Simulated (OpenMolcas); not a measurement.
3s2 3p along the 13-electron sequence

* Program: OpenMolcas 26.06
* Method: CASSCF
* Basis: ANO-R2
* Scalar Hamiltonian: X2C, finite nucleus
* Spin-orbit coupling: state interaction with AMFI integrals over the reference wave functions, term energies averaged over their components

Active space for each ion: 3 electrons in 8 orbitals (3s 3p 4s 4p).

Computed levels in cm-1 above 2P* 1/2:

```csv
Level,Al,Si+,P2+,S3+,Cl4+,Ar5+
2P* 3/2,81.5,239,489,839,1348,2051
weight of 2P* in the lowest level (%),100,100,100,100,100,100
```

Measured, with the error of the calculation in %. Measured levels: Al, Si+ from NIST Handbook of Basic Atomic Spectroscopic Data; P2+ from Martin, Zalubas and Musgrove, J. Phys. Chem. Ref. Data 14, 751 (1985); S3+ from NIST levels in Podobedova, Kelleher and Wiese, J. Phys. Chem. Ref. Data 38, 171 (2009); Ar5+ from Saloman, J. Phys. Chem. Ref. Data 39, 033101 (2010).

```csv
Level,Al,Si+,P2+,S3+,Ar5+
2P* 3/2,112 (-27.3),287 (-16.9),559 (-12.6),951 (-11.8),2208 (-7.1)
```

The fine-structure level 2P* 3/2 changes by a factor of 25.2 from Al to Ar5+. Its fourth root runs 3.00, 3.93, 4.70, 5.38, 6.06, 6.73, with steps per unit of Z of 0.93, 0.77, 0.68, 0.68, 0.67; equal steps would mean a (Z - σ)^4 law with constant σ.

Without dynamic correlation excited terms often stand tens of per cent too high (terms of higher spin than the ground term too low), and those without a measured partner can miss by more than the paired ones (holds for Al; Si+). Active for correlation alone: 4p 4s; no level in the range computed is led by a configuration that fills them, so any true level of that kind is missing (holds for Al; S3+; Cl4+; Ar5+). The run also gave levels led by 3s2 4p, which use shells meant for correlation; these and all levels above them are left out (holds for Si+; P2+). Computed and measured levels are paired by configuration, term and J; levels that our copy of the source lacks, or whose pairing is in doubt (as where it misses far off the trend of its configuration), stay unpaired and out of the deviations. Only configurations of the active space appear.

* marks odd parity.
